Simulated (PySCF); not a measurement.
# Correlation energy of P (phosphorus, neutral)

[Ne] 3s1 3p3 4s1, high-spin 6S determinant (an excited configuration). Calculation: PySCF 2.14, in dyall-av3z; scalar relativity by spin-free X2C-1e. Frozen: [Ne]; 5 electrons correlated; the 26 highest virtual orbitals of each spin left out.

| level | correlation energy (mhartree) |
| --- | --- |
| CCSD | -41.03 |
| (T) | -0.86 |
| CCSD(T) | -41.89 |

Diagnostics: T1 = 0.0099, D1 = 0.0309, largest double amplitude 0.032.

The outer electron is Rydberg-like, and this basis confines it to a smaller radius and binds it less than a complete one would.

Cost of the coupled-cluster step: roughly 3 core-seconds, for 5 correlated electrons.
